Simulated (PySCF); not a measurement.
## [BiO2]-: adding exact exchange

Base calculation in PySCF with density fitting and no spin–orbit coupling, PBE/def2-TZVPD (scalar-relativistic core potentials): singlet, C2v, Bi–O 1.985 Å (×2); O–Bi–O 108.5°; wavenumbers 218, 635, 660 cm⁻¹; dipole moment about the centre of mass 5.96 D, gap between the highest occupied and lowest empty levels 1.85 eV, polar-tensor charge of Bi 0.70 e.

Problem. What changes on going to PBE0/def2-TZVPD (scalar-relativistic core potentials)?

Solution. The point group stays the same. Changes: mean bond to Bi -0.039 Å, smallest bond angle -0.5 degrees, highest wavenumber +63 cm⁻¹, lowest wavenumber +21 cm⁻¹, dipole moment about the centre of mass +0.26 D, gap between the highest occupied and lowest empty levels +1.97 eV, polar-tensor charge of Bi +0.14 e. The new structure has Bi–O 1.946 Å (×2); O–Bi–O 108.0°, with wavenumbers 239, 696, 723 cm⁻¹. Exact exchange shortens and stiffens the bonds and opens the gap, the usual pattern.

Spin–orbit coupling is large for BiO₂⁻ and is left out. Each species is the lowest minimum found with this bonding; other isomers or fragments can lie lower.
